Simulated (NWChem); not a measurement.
System: ethylenediamine (C₂H₈N₂); SMILES NCCN

Output (shortened):

```
             Northwest Computational Chemistry Package (NWChem) 7.3.0
             --------------------------------------------------------

 C2  symmetry detected

                             Geometry "geometry" -> ""
                             -------------------------

 Output coordinates in angstroms (scale by  1.889725989 to convert to a.u.)

  No.       Tag          Charge          X              Y              Z
 ---- ---------------- ---------- -------------- -------------- --------------
    1 N                    7.0000    -0.17453031     1.86449531    -0.06021994
    2 C                    6.0000     0.50588665     0.57328471    -0.02932394
    3 C                    6.0000    -0.50588665    -0.57328471    -0.02932394
    4 N                    7.0000     0.17453031    -1.86449531    -0.06021994
    5 H                    1.0000     0.51380487     2.62276544    -0.13809294
    6 H                    1.0000    -0.65611955     2.02391798     0.83520406
    7 H                    1.0000     1.20416632     0.42598301     0.83976706
    8 H                    1.0000     1.13425633     0.47218315    -0.93939494
    9 H                    1.0000    -1.13425633    -0.47218315    -0.93939494
   10 H                    1.0000    -1.20416632    -0.42598301     0.83976706
   11 H                    1.0000    -0.51380487    -2.62276544    -0.13809294
   12 H                    1.0000     0.65611955    -2.02391798     0.83520406

 Effective nuclear repulsion energy (a.u.)     131.3487971735

      Symmetry information
      --------------------

 Group name             C2
 Group number              4
 Group order               2
 No. of unique centers     6

                                 NWChem DFT Module
                                 -----------------

 Summary of "ao basis" -> "ao basis" (spherical)
 ------------------------------------------------------------------------------
       Tag                 Description            Shells   Functions and Types
 ---------------- ------------------------------  ------  ---------------------
 N                           6-31g*                  6       14   3s2p1d
 C                           6-31g*                  6       14   3s2p1d
 H                           6-31g*                  2        2   2s

      Symmetry analysis of basis
      --------------------------

        a          36
        b          36

            General Information
            -------------------
          SCF calculation type: DFT
          Wavefunction type:  closed shell.
          No. of atoms     :    12
          No. of electrons :    34
           Alpha electrons :    17
            Beta electrons :    17
          Charge           :     0
          Spin multiplicity:     1
          Use of symmetry is: on ; symmetry adaption is: on
          Maximum number of iterations: 150
          AO basis - number of functions:    72
                     number of shells:    40
          Convergence on energy requested:  1.00D-06
          Convergence on density requested:  1.00D-05
          Convergence on gradient requested:  5.00D-04

              XC Information
              --------------
                         B3LYP Method XC Potential
                     Hartree-Fock (Exact) Exchange  0.200
                        Slater Exchange Functional  0.800 local
                    Becke 1988 Exchange Functional  0.720 non-local
              Lee-Yang-Parr Correlation Functional  0.810
                  VWN I RPA Correlation Functional  0.190 local

             Grid Information
             ----------------
          Grid used for XC integration:  medium
          Radial quadrature: Mura-Knowles
          Angular quadrature: Lebedev.
          Tag              B.-S. Rad. Rad. Pts. Rad. Cut. Ang. Pts.
          ---              ---------- --------- --------- ---------
          N                   0.65       49          11.0       434
          C                   0.70       49           9.0       434
          H                   0.35       45          12.0       434
          Grid pruning is: on
          Number of quadrature shells:   278
          Spatial weights used:  Erf1

      Superposition of Atomic Density Guess
      -------------------------------------

 Sum of atomic energies:        -187.89384510

      Non-variational initial energy
      ------------------------------

 Total energy =    -190.318555
 1-e energy   =    -512.548189
 2-e energy   =     190.880837
 HOMO         =      -0.300289
 LUMO         =       0.116710

      Symmetry analysis of molecular orbitals - initial
      -------------------------------------------------

  Numbering of irreducible representations:

     1 a           2 b

  Orbital symmetries:

     1 b           2 a           3 a           4 b           5 a
     6 b           7 a           8 b           9 a          10 b
    11 b          12 a          13 a          14 b          15 a
    16 b          17 a          18 b          19 a          20 a
    21 b          22 a          23 b          24 a          25 b
    26 b          27 b

     ---------------------------------------------
      Total Density - Mulliken Population Analysis
     ---------------------------------------------

    Atom       Charge   Shell Charges
 -----------   ------   -------------------------------------------------------
    1 N    7     7.99   2.00  0.83  2.54  0.86  1.73  0.03
    2 C    6     6.20   2.00  0.70  1.87  0.60  0.98  0.05
    3 C    6     6.20   2.00  0.70  1.87  0.60  0.98  0.05
    4 N    7     7.99   2.00  0.83  2.54  0.86  1.73  0.03
    5 H    1     0.59   0.42  0.17
    6 H    1     0.60   0.42  0.18
    7 H    1     0.82   0.48  0.35
    8 H    1     0.81   0.48  0.33
    9 H    1     0.81   0.48  0.33
   10 H    1     0.82   0.48  0.35
   11 H    1     0.59   0.42  0.17
   12 H    1     0.60   0.42  0.18

   convergence    iter        energy       DeltaE   RMS-Dens  Diis-err
 ---------------- ----- ----------------- --------- --------- ---------
 d= 0,ls=0.0,diis     1   -190.4468985429 -3.22D+02  1.08D-02  4.84D-01
 d= 0,ls=0.0,diis     2   -190.4794004905 -3.25D-02  5.36D-03  2.32D-01
 d= 0,ls=0.0,diis     3   -190.4991981400 -1.98D-02  1.78D-03  5.07D-02
 d= 0,ls=0.0,diis     4   -190.5045145100 -5.32D-03  2.83D-04  5.25D-04
 d= 0,ls=0.0,diis     5   -190.5045738112 -5.93D-05  4.39D-05  1.00D-05
  Resetting Diis
 d= 0,ls=0.0,diis     6   -190.5045748719 -1.06D-06  1.55D-05  1.97D-06
 d= 0,ls=0.0,diis     7   -190.5045751108 -2.39D-07  6.23D-06  8.07D-08

         Total DFT energy =     -190.504575110835
      One electron energy =     -516.820848766697
           Coulomb energy =      222.658190216723
    Exchange-Corr. energy =      -27.690713734360
 Nuclear repulsion energy =      131.348797173499

 Numeric. integr. density =       34.000006722323

                  Occupations of the irreducible representations
                  ----------------------------------------------

                     irrep           alpha         beta
                     --------     --------     --------
                     a                 9.0          9.0
                     b                 8.0          8.0

                       DFT Final Molecular Orbital Analysis
                       ------------------------------------

 Vector   15  Occ=2.000000D+00  E=-3.409126D-01  Symmetry=b
              MO Center=  1.4D-13,  1.6D-13, -1.7D-01, r^2= 2.8D+00
   Bfn.  Coefficient  Atom+Function         Bfn.  Coefficient  Atom+Function
  ----- ------------  ---------------      ----- ------------  ---------------
    19      0.284612   2 C  pz               33     -0.284612   3 C  pz
    63     -0.192399   8 H  s                65      0.192399   9 H  s
    64     -0.177264   8 H  s                66      0.177264   9 H  s
     3      0.159169   1 N  px               45      0.159169   4 N  px
    62      0.142539   7 H  s                68     -0.142539  10 H  s

 Vector   16  Occ=2.000000D+00  E=-2.348037D-01  Symmetry=b
              MO Center=  1.5D-16,  2.0D-15, -9.2D-02, r^2= 4.2D+00
   Bfn.  Coefficient  Atom+Function         Bfn.  Coefficient  Atom+Function
  ----- ------------  ---------------      ----- ------------  ---------------
     5      0.280325   1 N  pz               47     -0.280325   4 N  pz
     3      0.243336   1 N  px               45      0.243336   4 N  px
     9      0.225058   1 N  pz               51     -0.225058   4 N  pz
     7      0.213057   1 N  px               49      0.213057   4 N  px
    62     -0.175570   7 H  s                68      0.175570  10 H  s

 Vector   17  Occ=2.000000D+00  E=-2.267305D-01  Symmetry=a
              MO Center= -9.7D-16,  1.6D-15, -1.1D-01, r^2= 4.1D+00
   Bfn.  Coefficient  Atom+Function         Bfn.  Coefficient  Atom+Function
  ----- ------------  ---------------      ----- ------------  ---------------
     5      0.295544   1 N  pz               47      0.295544   4 N  pz
     9      0.252942   1 N  pz               51      0.252942   4 N  pz
     3      0.234946   1 N  px               45     -0.234946   4 N  px
     6     -0.222230   1 N  s                48     -0.222230   4 N  s
     7      0.194505   1 N  px               49     -0.194505   4 N  px

 Vector   18  Occ=0.000000D+00  E= 8.219105D-02  Symmetry=a
              MO Center=  1.0D-12,  4.1D-11,  5.8D-01, r^2= 6.4D+00
   Bfn.  Coefficient  Atom+Function         Bfn.  Coefficient  Atom+Function
  ----- ------------  ---------------      ----- ------------  ---------------
     6      0.823615   1 N  s                48      0.823615   4 N  s
    20      0.719647   2 C  s                34      0.719647   3 C  s
    60     -0.703209   6 H  s                72     -0.703209  12 H  s
    62     -0.658941   7 H  s                68     -0.658941  10 H  s
    58     -0.517386   5 H  s                70     -0.517386  11 H  s

[...]
```

Level: B3LYP/6-31G* (spherical d). Geometry: optimised at PBE-D3(BJ)/def2-SVP.

Question: Write an input that gives this output.

Answer: One answer among several that fit: the input that was run:
```
start job
memory heap 200 mb stack 900 mb global 1100 mb
geometry units angstroms noautoz
  N     -0.202143     1.861704    -0.056464
  C      0.497335     0.580719    -0.025568
  C     -0.497335    -0.580719    -0.025568
  N      0.202143    -1.861704    -0.056464
  H      0.474879     2.630092    -0.134337
  H     -0.686042     2.013972     0.838960
  H      1.197721     0.443782     0.843523
  H      1.127134     0.488941    -0.935639
  H     -1.127134    -0.488941    -0.935639
  H     -1.197721    -0.443782     0.843523
  H     -0.474879    -2.630092    -0.134337
  H      0.686042    -2.013972     0.838960
end
basis spherical
  N library 6-31g*
  C library 6-31g*
  H library 6-31g*
end
dft
  xc b3lyp
  iterations 150
  mulliken
end
task dft energy
```
